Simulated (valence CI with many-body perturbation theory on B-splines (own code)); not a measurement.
# Mo³⁺: key properties

Method: relativistic CI+MBPT: three valence electrons over a frozen Dirac-Fock core [Kr], a basis of 7 s, 7 p, 8 d, 6 f, 4 g, 1 h functions for each j, with the one-electron correlation potential Σ1, the two-electron term Σ2, the three-electron term Σ3, Breit, model QED; selected CI, second order for the rest, scaled by the run's own slope (own B-spline code, finite nucleus).

Against 31 measured levels this calculation errs by 695 cm⁻¹ on average and by 1569 at most. These come from a selection out of Sugar and Musgrove, J. Phys. Chem. Ref. Data 17, 155 (1988). Levels without a partner in it may be off by more, other configurations by 1,000 to 8,000 cm⁻¹. Only levels of the ground parity were solved; by the run's estimate the other parity begins above the list, which can be wrong where configurations are misplaced.

Rates and lifetimes use the calculated energies. Strong lines usually hold to 10 to 20 %, long lifetimes can be off by a factor of two.

Task: What is the ground level?

Result: 4d³ ⁴F_3/2, composition 99 % 4d³ ⁴F + 1 % 4d³ ²D, g = 0.403.

Task: How well does LS coupling describe the low levels?

Result: Among the lowest 20 levels the leading LS term, summed over configurations, holds 91 % on average. For single configurations the figures are 90 % in LS and 66 % in jj coupling. Terms mix most in the J = 3/2 level at 15008 cm⁻¹, where the leading one holds 44 %.

Task: What is the ionisation energy?

Result: 40.038 eV; NIST lists 40.33 ± 0.06 eV (semi-empirical).

Task: How is the term ⁴F of the ground level split?

Result: J = 3/2 at 0.0, J = 5/2 at 773, J = 7/2 at 1748, J = 9/2 at 2856 cm⁻¹.

Task: Name the longest-lived excited levels whose lifetime is computed, and their main decay.

Result: 4d³ ⁴F_5/2 at 773 cm⁻¹ lives 50.4 s, mostly by M1 to 4d³ ⁴F_3/2; 4d³ ⁴F_9/2 at 2856 cm⁻¹ lives 27.4 s, mostly by M1 to 4d³ ⁴F_7/2; 4d³ ⁴F_7/2 at 1748 cm⁻¹ lives 24.9 s, mostly by M1 to 4d³ ⁴F_5/2.
